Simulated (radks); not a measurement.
The germanium ion Ge3+, [Ar] 3d10 4s1. Calculated with a radial shooting solver on a logarithmic mesh with Libxc functionals: non-relativistic Kohn-Sham, PBE, spin-polarised, spherical densities, point nucleus. Every spin shell is full or empty, so the densities are truly spherical. Functionals are evaluated on that one density, not self-consistently. Rank these exchange functionals by their error against the exact value of the orbitals, and give that value: LDA, B88, WC, AM05, B86b, APBE, TPSS, revTPSS, SCAN, MS2.

Answer. Exact: -76.6094 hartree. From best to worst, with 100 (|E| - |E exact|)/|E exact| (equal figures are ties): TPSS +0.09, B88 +0.21, B86b +0.21, MS2 -0.28, SCAN +0.33, APBE +0.59, revTPSS -0.64, WC -0.90, AM05 -5.19, LDA -5.71.
